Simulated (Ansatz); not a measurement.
GeTe2⁻ (the lowest doublet isomer of a short search). The state is a doublet with charge -1. Geometry r2SCAN-D4/def2-TZVPD, basis def2-TZVPD, Ansatz.

```xyz
3

Ge   -0.1031   -0.5872   -0.3299
Te   -2.1604    0.6164    0.2817
Te    2.2635   -0.0292    0.0482
```

```json
{"run": "A", "HOMO (eV)": "-0.42", "LUMO (eV)": "0.17"}
{"run": "B", "HOMO (eV)": "-1.32", "LUMO (eV)": "0.79"}
{"run": "C", "HOMO (eV)": "-3.60", "LUMO (eV)": "2.61"}
{"run": "D", "HOMO (eV)": "-0.68", "LUMO (eV)": "0.33"}
{"run": "E", "HOMO (eV)": "-2.06", "LUMO (eV)": "1.47"}
{"run": "F", "HOMO (eV)": "-0.23", "LUMO (eV)": "0.24"}
```

In the def2 sets Te takes a core potential; there is no spin–orbit coupling. LC-ωPBE has ω = 0.4 bohr⁻¹. The structure comes from a short search, and lower isomers may exist.

HOMO and LUMO are taken over both spins.

Task: The runs used BHLYP, BLYP, LC-ωPBE, PBE, PBE0, r2SCAN. Estimate which is which.

Result: A PBE (0 % exact exchange); B PBE0 (25 % exact exchange); C LC-ωPBE (range-separated); D r2SCAN (0 % exact exchange); E BHLYP (50 % exact exchange); F BLYP (0 % exact exchange). Exact exchange lowers occupied and raises empty levels; among semilocal functionals meta-GGAs tend to open the gap a little, and such runs are hard to tell apart. The gap grows from 0.47 eV (BLYP) to 6.21 eV (LC-ωPBE).
